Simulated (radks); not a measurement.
Values are calculated unless marked as measured or tabulated.
Task: Ho IV, configuration [Xe] 4f9 6p1 (not the ground configuration). Code: a radial shooting solver on a logarithmic mesh with Libxc functionals. Model: Dirac Kohn-Sham, PBE, spin-unpolarised, spherical densities, finite nucleus; open shells fill j = l - 1/2 first; Fermi nuclear charge, rms radius 5.2022 fm. Some entries of the table are withheld. Estimate them.

| orbital | occ. | eigenvalue (Ry) | <r> (bohr) |
|---|---|---|---|
| 1s1/2 | 2 | -4076.802 | 0.02074 |
| 2s1/2 | 2 | -684.3455 | 0.08754 |
| 2p1/2 | 2 | (1) | 0.07291 |
| 2p3/2 | 4 | (2) | 0.08007 |
| 3s1/2 | 2 | -155.5467 | 0.2294 |
| 3p1/2 | 2 | -141.1851 | (3) |
| 3p3/2 | 4 | -128.0355 | (4) |
| 3d3/2 | 4 | -103.3889 | 0.2054 |
| 3d5/2 | 6 | -100.5170 | 0.2096 |
| 4s1/2 | 2 | -33.43868 | 0.5177 |
| 4p1/2 | 2 | -27.72708 | 0.5270 |
| 4p3/2 | 4 | -24.75647 | 0.5575 |
| 4d3/2 | 4 | -15.33898 | 0.5859 |
| 4d5/2 | 6 | -14.79595 | 0.5965 |
| 5s1/2 | 2 | -6.48538 | 1.228 |
| 5p1/2 | 2 | -4.84224 | (5) |
| 5p3/2 | 4 | -4.40285 | (6) |
| 4f5/2 | 6 | -3.46316 | (7) |
| 4f7/2 | 3 | -3.38128 | (8) |
| 6p1/2 | 1 | -1.54052 | 3.308 |
| 6p3/2 | 0 | -1.46573 | 3.460 |

Result: 
(1) 2p1/2 eigenvalue (Ry): -651.5500
(2) 2p3/2 eigenvalue (Ry): -588.5772
(3) 3p1/2 <r> (bohr): 0.2192
(4) 3p3/2 <r> (bohr): 0.2327
(5) 5p1/2 <r> (bohr): 1.352
(6) 5p3/2 <r> (bohr): 1.437
(7) 4f5/2 <r> (bohr): 0.7420
(8) 4f7/2 <r> (bohr): 0.7516
